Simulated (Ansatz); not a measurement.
Abridged output of a molecular run in Ansatz:

```
Functional definition: HF
758 factors; integrals over basis functions are off by at most 1.3e-3 eV
mean field evaluation 1: about -23471.4863 eV, gradient 2.9e1 eV
mean field evaluation 2: about -23471.4896 eV, gradient 2.9e1 eV
mean field evaluation 4: about -23473.5152 eV, gradient 3.1e0 eV
mean field evaluation 8: about -23473.5497 eV, gradient 3.3e-4 eV
mean field -23473.54965774 eV, -862.6370389785 hartree, gradient 1.5e-6 eV, S^2 0.000000; 0 other end points of the search recorded, 0 dependent functions left out
12 core orbitals not correlated: weight in the atoms' cores, before any rotation towards them, 1.000 or more for the frozen orbitals, at most 0.000 for the correlated occupied ones
reference -23473.54965774 eV, -862.6370389785 hartree; 12, 12 occupied and 55, 55 virtual orbitals, 758 factors
second order -14.55655819 eV of doubles, -0.00000000 eV of singles
cycle   1  -15.16534753 eV  change   -6.1e-1 eV  update   1.0e-1
cycle   2  -15.57465184 eV  change   -4.1e-1 eV  update   3.2e-2
cycle   3  -15.69051690 eV  change   -1.2e-1 eV  update   1.9e-2
cycle   4  -15.68311523 eV  change    7.4e-3 eV  update   4.7e-3
cycle   5  -15.68075749 eV  change    2.4e-3 eV  update   2.1e-3
cycle   6  -15.68110597 eV  change   -3.5e-4 eV  update   7.2e-4
cycle   7  -15.68081184 eV  change    2.9e-4 eV  update   2.6e-4
cycle   8  -15.68082950 eV  change   -1.8e-5 eV  update   8.3e-5
cycle   9  -15.68085606 eV  change   -2.7e-5 eV  update   2.8e-5
cycle  10  -15.68084624 eV  change    9.8e-6 eV  update   9.7e-6
perturbative correction -0.41723250 eV, -0.0153330115 hartree
Total energy: -23489.64773648 eV, -863.2286324604 hartree
```

Its atoms:

Cartesian coordinates in Å:
```
C 0.403 0.628 -0.419
O -0.833 0.427 0.234
Si -1.574 -0.782 1.024
Cl -0.156 -2.350 0.934
H 1.028 -0.266 -0.367
H 0.213 0.880 -1.464
H 0.920 1.463 0.057
```

Task: Which basis set was used?
A. def2-SVP
B. cc-pV(Q+d)Z
C. cc-pV(T+d)Z
D. def2-TZVPP

Result: A. It gives 79 functions.

Task: Write the keys of the input that set method, charge and spin (a neutral closed shell needs none for the last two).

Result: 
```yaml
correlation: {method: ccsd_t}
```
